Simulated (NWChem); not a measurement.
System: C₂H₆OSi; SMILES C=CO[SiH3]

Input file for NWChem:

```
start job
memory heap 200 mb stack 900 mb global 1100 mb
geometry units angstroms noautoz
  C      0.073918     2.366326    -0.082867
  C     -0.351887     1.122783     0.135443
  O      0.452055     0.040589     0.034407
  Si    -0.034837    -1.561935    -0.036778
  H      1.107662     2.564684    -0.373945
  H     -0.615223     3.202921     0.035235
  H     -1.391968     0.920533     0.431605
  H     -0.552540    -1.900237    -1.395874
  H      1.170019    -2.373987     0.272017
  H     -1.113987    -1.803236     0.969678
end
basis spherical
  * library def2-tzvp
end
dft
  xc xpbe96 cpbe96
  iterations 150
  mulliken
end
task dft energy
```

NWChem printed, in part:

```
             Northwest Computational Chemistry Package (NWChem) 7.3.0
             --------------------------------------------------------

 C1  symmetry detected

                             Geometry "geometry" -> ""
                             -------------------------

 Output coordinates in angstroms (scale by  1.889725989 to convert to a.u.)

  No.       Tag          Charge          X              Y              Z
 ---- ---------------- ---------- -------------- -------------- --------------
    1 C                    6.0000     0.10085778     2.36534655    -0.07916228
    2 C                    6.0000    -0.36436587     1.12536052     0.06702233
    3 O                    8.0000     0.43793512     0.03816055     0.11156672
    4 Si                  14.0000    -0.03949852    -1.56195073    -0.03647146
    5 H                    1.0000     1.17069020     2.55638750    -0.18714801
    6 H                    1.0000    -0.59292925     3.20639828    -0.08595556
    7 H                    1.0000    -1.44134653     0.93048958     0.17893055
    8 H                    1.0000    -0.31556736    -1.90436713    -1.46340650
    9 H                    1.0000     1.08821123    -2.37914768     0.48017218
   10 H                    1.0000    -1.27851147    -1.79197727     0.76831377

 Effective nuclear repulsion energy (a.u.)     157.9771380503

  pbe96 is a nonlocal functional; adding pw91lda local functional.

                                 NWChem DFT Module
                                 -----------------

 Summary of "ao basis" -> "ao basis" (spherical)
 ------------------------------------------------------------------------------
       Tag                 Description            Shells   Functions and Types
 ---------------- ------------------------------  ------  ---------------------
 C                         def2-tzvp                11       31   5s3p2d1f
 O                         def2-tzvp                11       31   5s3p2d1f
 Si                        def2-tzvp                13       37   5s5p2d1f
 H                         def2-tzvp                 4        6   3s1p

            General Information
            -------------------
          SCF calculation type: DFT
          Wavefunction type:  closed shell.
          No. of atoms     :    10
          No. of electrons :    40
           Alpha electrons :    20
            Beta electrons :    20
          Charge           :     0
          Spin multiplicity:     1
          Use of symmetry is: off; symmetry adaption is: off
          Maximum number of iterations: 150
          AO basis - number of functions:   166
                     number of shells:    70
          Convergence on energy requested:  1.00D-06
          Convergence on density requested:  1.00D-05
          Convergence on gradient requested:  5.00D-04

              XC Information
              --------------
          PerdewBurkeErnzerhof Exchange Functional  1.000
            Perdew 1991 LDA Correlation Functional  1.000 local
           PerdewBurkeErnz. Correlation Functional  1.000 non-local

             Grid Information
             ----------------
          Grid used for XC integration:  medium
          Radial quadrature: Mura-Knowles
          Angular quadrature: Lebedev.
          Tag              B.-S. Rad. Rad. Pts. Rad. Cut. Ang. Pts.
          ---              ---------- --------- --------- ---------
          C                   0.70       49          12.0       434
          O                   0.60       49          10.0       434
          Si                  1.10       88          12.0       590
          H                   0.35       45          14.0       434
          Grid pruning is: on
          Number of quadrature shells:   505
          Spatial weights used:  Erf1

      Superposition of Atomic Density Guess
      -------------------------------------

 Sum of atomic energies:        -441.96122935

      Non-variational initial energy
      ------------------------------

 Total energy =    -443.859767
 1-e energy   =    -920.929422
 2-e energy   =     319.092517
 HOMO         =      -0.290790
 LUMO         =       0.031123

     ---------------------------------------------
      Total Density - Mulliken Population Analysis
     ---------------------------------------------

    Atom       Charge   Shell Charges
 -----------   ------   -------------------------------------------------------
    1 C    6     6.56   0.86  1.12  0.57  0.66  0.12  1.29  1.38  0.51  0.01  0.02  0.01
    2 C    6     5.72   0.86  1.12  0.55  0.61  0.08  1.06  1.06  0.25  0.03  0.09  0.01
    3 O    8     8.59   0.79  1.18  0.58  0.95  0.22  1.98  2.18  0.68  0.00  0.02  0.00
    4 Si  14    13.44   2.00  0.59  1.39  0.85  0.45  4.11  1.73  0.49  1.16  0.39  0.12  0.12  0.03
    5 H    1     0.83   0.24  0.44  0.13  0.02
    6 H    1     0.82   0.23  0.44  0.12  0.02
    7 H    1     0.87   0.24  0.46  0.16  0.02
    8 H    1     1.06   0.23  0.55  0.27  0.01
    9 H    1     1.05   0.23  0.54  0.27  0.01
   10 H    1     1.05   0.23  0.54  0.28  0.01

   convergence    iter        energy       DeltaE   RMS-Dens  Diis-err
 ---------------- ----- ----------------- --------- --------- ---------
 d= 0,ls=0.0,diis     1   -444.1863459692 -6.02D+02  6.16D-03  1.06D+00
 d= 0,ls=0.0,diis     2   -444.1094015341  7.69D-02  4.76D-03  1.53D+00
 d= 0,ls=0.0,diis     3   -444.2343796321 -1.25D-01  1.35D-03  3.05D-01
 d= 0,ls=0.0,diis     4   -444.2608184710 -2.64D-02  4.80D-04  6.01D-03
 d= 0,ls=0.0,diis     5   -444.2611679544 -3.49D-04  2.26D-04  3.46D-03
  Resetting Diis
 d= 0,ls=0.0,diis     6   -444.2615744347 -4.06D-04  5.91D-05  4.14D-04
 d= 0,ls=0.0,diis     7   -444.2616239983 -4.96D-05  1.81D-05  5.23D-06
 d= 0,ls=0.0,diis     8   -444.2616232922  7.06D-07  1.21D-05  1.06D-05
 d= 0,ls=0.0,diis     9   -444.2616244575 -1.17D-06  3.79D-06  1.46D-06
 d= 0,ls=0.0,diis    10   -444.2616245980 -1.41D-07  1.04D-06  8.06D-08

         Total DFT energy =     -444.261624598009
      One electron energy =     -924.562606220207
           Coulomb energy =      364.564479485320
    Exchange-Corr. energy =      -42.240635913443
 Nuclear repulsion energy =      157.977138050320

 Numeric. integr. density =       39.999987832056

                       DFT Final Molecular Orbital Analysis
                       ------------------------------------

 Vector   18  Occ=2.000000D+00  E=-3.060805D-01
              MO Center= -9.3D-02, -1.3D+00, -4.2D-01, r^2= 3.5D+00
   Bfn.  Coefficient  Atom+Function         Bfn.  Coefficient  Atom+Function
  ----- ------------  ---------------      ----- ------------  ---------------
   110      0.253436   4 Si pz              150     -0.240440   8 H  s
   151     -0.165162   8 H  s               149     -0.151850   8 H  s
    70     -0.142592   3 O  pz               39     -0.136018   2 C  pz
   156      0.132489   9 H  s                73     -0.119098   3 O  pz
    42     -0.114805   2 C  pz              101     -0.107551   4 Si pz

 Vector   19  Occ=2.000000D+00  E=-2.836758D-01
              MO Center= -4.4D-02, -1.0D-01,  1.9D-01, r^2= 2.9D+00
   Bfn.  Coefficient  Atom+Function         Bfn.  Coefficient  Atom+Function
  ----- ------------  ---------------      ----- ------------  ---------------
    68      0.337157   3 O  px               71      0.278351   3 O  px
    74      0.191825   3 O  px              145      0.161097   7 H  s
   144      0.149768   7 H  s               162      0.145779  10 H  s
    37     -0.137943   2 C  px              163      0.134169  10 H  s
   108     -0.121824   4 Si px               69      0.102528   3 O  py

 Vector   20  Occ=2.000000D+00  E=-2.100769D-01
              MO Center=  2.7D-02,  1.4D+00, -2.5D-02, r^2= 2.5D+00
   Bfn.  Coefficient  Atom+Function         Bfn.  Coefficient  Atom+Function
  ----- ------------  ---------------      ----- ------------  ---------------
     8      0.293661   1 C  pz               11      0.256557   1 C  pz
    70     -0.253892   3 O  pz               39      0.215851   2 C  pz
    73     -0.212131   3 O  pz               42      0.191244   2 C  pz
    14      0.190051   1 C  pz               76     -0.173565   3 O  pz
    45      0.107287   2 C  pz              151     -0.090792   8 H  s

 Vector   21  Occ=0.000000D+00  E=-3.020683D-02
              MO Center= -1.4D-01, -1.7D+00, -7.6D-02, r^2= 4.3D+00
   Bfn.  Coefficient  Atom+Function         Bfn.  Coefficient  Atom+Function
  ----- ------------  ---------------      ----- ------------  ---------------
   112      1.062154   4 Si py               36     -0.503436   2 C  s
    67     -0.373980   3 O  s               109      0.324614   4 Si py
   157      0.317381   9 H  s               139      0.220328   6 H  s
    75      0.216703   3 O  py              133     -0.201303   5 H  s
    12      0.197330   1 C  px              163      0.179717  10 H  s

 Vector   22  Occ=0.000000D+00  E=-2.127583D-02
              MO Center= -1.0D-01,  1.3D+00, -6.9D-02, r^2= 3.7D+00
   Bfn.  Coefficient  Atom+Function         Bfn.  Coefficient  Atom+Function
  ----- ------------  ---------------      ----- ------------  ---------------
    45     -0.588645   2 C  pz               14      0.562565   1 C  pz
   163     -0.366251  10 H  s               111     -0.327028   4 Si px
    39     -0.319524   2 C  pz               42     -0.301703   2 C  pz
     8      0.270870   1 C  pz              113      0.251806   4 Si pz
   151      0.239494   8 H  s                11      0.229683   1 C  pz

[...]
```

Level: PBE/def2-TZVP. All runs use the structure optimised with PBE0/def2-SVP.
